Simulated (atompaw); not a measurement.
# Plane-wave convergence, PAW (atompaw) potential for Be (Z = 4)

beryllium (Be), PAW, made with atompaw 4.2.0.5 (PBE, scalar-relativistic). Core [He], reference 2s1.75 2p0 (charge +0.25). Waves: 2s (bound): rc 3.00 bohr; 2s channel at -0.1 Ry: rc 2.00 bohr; 2p (bound, empty): rc 3.00 bohr; 2p channel at 0.25 Ry: rc 3.00 bohr. Local part: troulliermartins scheme with l = 2 at 0.5 Ry, radius 2.45 bohr. Core correction: smooth core density matched at 1.60 bohr. Augmentation charge: gaussian compensation charge, radius 2.65 bohr; PAW radius 3.00 bohr; waves and projectors: custom polynom vanderbiltortho.

The pseudo-atom Hamiltonian at the reference potential is diagonalised in spherical Bessel functions j_l(qr) that vanish at 20 bohr, with q² up to the cutoff. All-electron valence levels (Ry): 2s -0.5516, 2p -0.2775.

Problem. How do the lowest levels (Ry) of each channel move with the cutoff, and are there ghosts?

Solution.

| cutoff (Ry) | s #1 | p #1 | p #2 | d #1 | d #2 | f #1 | Σ f·Δε (mRy) |
| --- | --- | --- | --- | --- | --- | --- | --- |
| 8 | -0.5516 | -0.2774 | -0.0112 | 0.0193 | 0.1010 | 0.0760 | 0.0 |
| 10 | -0.5516 | -0.2774 | -0.0112 | 0.0193 | 0.1010 | 0.0760 | 0.0 |
| 400 | -0.5516 | -0.2775 | -0.0112 | 0.0193 | 0.1010 | 0.0760 | 0.0 |

Result: no extra level below or beside the all-electron valence levels (s, p, d, f tested); 10 mRy is reached at 6 Ry and 1 mRy at 6 Ry.
